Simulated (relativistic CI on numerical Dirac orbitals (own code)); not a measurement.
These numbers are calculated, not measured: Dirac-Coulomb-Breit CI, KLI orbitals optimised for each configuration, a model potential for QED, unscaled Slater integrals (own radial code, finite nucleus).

The strongest absorption lines from the ground level of an ion, among the configurations computed and to levels below about 351 eV (vacuum wavelength in Å, gf): 35.814 (0.55), 35.824 (0.51), 66.867 (0.76), 69.297 (0.56), 71.610 (0.63), 72.468 (1.1), 73.769 (1.8), 76.700 (0.45).

Which ion is it?
A. Tc18+
B. Ag22+
C. Tc16+
D. Nb16+

A. Tc18+ has 25 electrons and the ground level 3s2.3p6.3d7 4F_9/2; the strongest line goes to 3s2.3p5.3d8 4F°_9/2. The pattern of lines fixes the number of electrons, and along that sequence the line energies rise steadily with the charge (about as its square where n changes within one kind of shell, about linearly where n is kept but much faster in heavy ions where fine structure, which grows about as Z⁴, sets the gap, and irregularly where shells cross), which fixes Z. Configurations outside the model, such as inner-shell arrays, can give stronger lines. At this charge energies of transitions that change n are usually good to better than 1 %, and those within a shell (Δn = 0) to a few per cent. Terms inside the open d or f shell come out 10 to 20 % too wide with unscaled integrals.

LS names give the leading component of a level, which can be under half, so a name can repeat, a term be missing and a line seem to break the LS rules.
